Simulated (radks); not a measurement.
Problem. Valence configurations of La II (all share [Xe]). Method: Dirac Kohn-Sham, PBE, spin-unpolarised, spherical densities, finite nucleus; open shells are shared between the two j in proportion to 2j + 1; Fermi nuclear charge, rms radius 4.855 fm; computed with a radial shooting solver on a logarithmic mesh with Libxc functionals. Order these by energy: 5d1 6s1; 5d1.5 6s0.5; 4f0.5 5d0.5 6s1; 5d1.5 6p0.5; 5d2; 4f1 5d0.5 6s0.5; 6s2; 4f0.5 5d1.5; 4f1 5d1; 4f1 6s1.

Solution. From the lowest, in eV above it: 4f0.5 5d0.5 6s1 0.000; 5d1.5 6s0.5 0.286; 5d1 6s1 0.309; 5d2 0.380; 4f0.5 5d1.5 0.413; 4f1 6s1 0.613; 6s2 0.723; 4f1 5d0.5 6s0.5 0.919; 4f1 5d1 1.311; 5d1.5 6p0.5 1.698. NIST lists [Xe] 5d2 as the ground configuration; this level of theory puts 4f0.5 5d0.5 6s1 lower, by 0.380 eV. The energies are those of spherical spin-averaged densities, not of single terms.
